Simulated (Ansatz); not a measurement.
Start from `N[SiH2]N[SiH2]O` and change one atom or group to get `N[SiH2][NH][AlH][F]`.

Ansatz, PBE0-D4/def2-TZVP geometries, multiplicity 1. Each molecule was computed in one conformer, which needn't be the lowest.

```tsv
property	`N[SiH2]N[SiH2]O`
LUMO energy (PBE/def2-TZVPP) / eV	-0.37
size of the dipole moment (ωB97M-V/def2-TZVPP) / D	2.59
HOMO–LUMO gap (PBE/def2-TZVPP) / eV	5.68
HOMO energy (ωB97M-V/def2-TZVPP) / eV	-9.79
HOMO energy (B3LYP/def2-TZVPP) / eV	-7.21
HOMO–LUMO gap (B3LYP/def2-TZVPP) / eV	7.36
```

**Question.** Give the same properties after the change, and the shifts. (An estimate is asked.)

**Answer.** Ansatz gave: 
| property | `N[SiH2][NH][AlH][F]` | shift |
| --- | --- | --- |
| LUMO energy (PBE/def2-TZVPP) / eV | -1.12 | -0.75 |
| size of the dipole moment (ωB97M-V/def2-TZVPP) / D | 2.41 | -0.18 |
| HOMO–LUMO gap (PBE/def2-TZVPP) / eV | 4.93 | -0.75 |
| HOMO energy (ωB97M-V/def2-TZVPP) / eV | -9.79 | 0.00 |
| HOMO energy (B3LYP/def2-TZVPP) / eV | -7.21 | 0.00 |
| HOMO–LUMO gap (B3LYP/def2-TZVPP) / eV | 6.62 | -0.74 |

Dipoles are sizes alone; their direction can turn.

B3LYP here is the variant with VWN-RPA as its local correlation; programs differ in this.
